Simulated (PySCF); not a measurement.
Two-component Hartree-Fock for Cs³³⁺ (caesium, charge +33)

Start: [Ar] 3d4; 3d3/2 filled at m_j = -3/2, -1/2, +1/2, +3/2. Calculated with PySCF 2.14 in an even-tempered Gaussian basis (16 s from 5.9 bohr⁻², ratio 2.8; 12 p from 7.6 bohr⁻², ratio 2.8; 8 d from 7.6 bohr⁻², ratio 2.8; 3 f from 26 bohr⁻², ratio 3): generalised Hartree-Fock with the X2C-1e Hamiltonian and a Gaussian nucleus; one run each with spin-orbit coupling (SO) switched off, then screened by Boettger's factors.

```json
{"spinor shell": "1s1/2", "electrons": "2", "ε, spin-free (eV)": "-37731.4", "ε, screened SO (eV)": "-37725.0", "weight of nominal j (screened SO)": "1.000", "rms radius, screened SO (bohr)": "0.0298"}
{"spinor shell": "2s1/2", "electrons": "2", "ε, spin-free (eV)": "-7303.0", "ε, screened SO (eV)": "-7300.0", "weight of nominal j (screened SO)": "1.000", "rms radius, screened SO (bohr)": "0.121"}
{"spinor shell": "2p1/2", "electrons": "2", "ε, spin-free (eV)": "-6709.7", "ε, screened SO (eV)": "-6966.0", "weight of nominal j (screened SO)": "1.000", "rms radius, screened SO (bohr)": "0.104"}
{"spinor shell": "2p3/2", "electrons": "4", "ε, spin-free (eV)": "-6709.7", "ε, screened SO (eV)": "-6591.6", "weight of nominal j (screened SO)": "1.000", "rms radius, screened SO (bohr)": "0.109"}
{"spinor shell": "3s1/2", "electrons": "2", "ε, spin-free (eV)": "-2563.5", "ε, screened SO (eV)": "-2562.5", "weight of nominal j (screened SO)": "1.000", "rms radius, screened SO (bohr)": "0.301"}
{"spinor shell": "3p1/2", "electrons": "2", "ε, spin-free (eV)": "-2364.9", "ε, screened SO (eV)": "-2434.8", "weight of nominal j (screened SO)": "1.000", "rms radius, screened SO (bohr)": "0.291"}
{"spinor shell": "3p3/2", "electrons": "4", "ε, spin-free (eV)": "-2364.9", "ε, screened SO (eV)": "-2332.3", "weight of nominal j (screened SO)": "1.000", "rms radius, screened SO (bohr)": "0.302"}
{"spinor shell": "3d3/2", "electrons": "4", "ε, spin-free (eV)": "-2138.7", "ε, screened SO (eV)": "-2140.4", "weight of nominal j (screened SO)": "1.000", "rms radius, screened SO (bohr)": "0.265"}
```

| quantity | spin-free | screened SO |
| --- | --- | --- |
| E (hartree) | -7019.66188 | -7023.28880 |
| M_J | 0 | 0 |
| ⟨J²⟩ | 4.001 | 0.000 |
| ⟨L²⟩ | 6.001 | 2.416 |
| ⟨S²⟩ | 6.000 | 2.416 |

Breit and QED terms are absent; they matter most for the inner s and p1/2 levels.

Densities and radii are taken from the X2C orbitals without a picture-change correction, which distorts them close to the nucleus.

Without spin-orbit coupling the j labels of p, d and f shells carry no meaning; the spin-free column gives the mean over the occupied spinors of each nl shell, and its ⟨J²⟩ belongs to a mixture of degenerate components.
